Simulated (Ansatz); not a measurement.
Z-matrix (Å, degrees):
```
C
Si 1 1.894
F 1 1.386 2 111.2
H 1 1.096 2 111.2 3 -120.9
H 1 1.097 2 109.9 3 119.9
Se 2 2.274 1 113.2 3 62.0
H 2 1.483 1 109.9 3 -55.2
H 2 1.487 1 106.9 3 -175.4
H 6 1.469 2 92.9 1 70.4
```

Total charge 0; spin multiplicity 1.

(1) List the PBE/def2-TZVPP orbital energies in eV (the Gaussian-basis code of Ansatz). (Estimate.)

Answers

(1) The calculation gave: Occupied: -12302.34, -1780.22, -1562.33, -1403.11, -1403.08, -1403.02, -659.81, -270.87, -205.32, -150.66, -150.57, -150.38, -137.93, -94.70, -94.64, -94.64, -53.77, -53.75, -53.61, -53.54, -53.51, -29.88, -17.85, -17.19, -13.15, -12.21, -11.90, -10.60, -9.87, -8.65, -8.31, -7.86, -7.37, -5.99. Lowest empty: -0.90, -0.78, -0.09, -0.07, 0.90, 0.99, 1.67, 2.14.
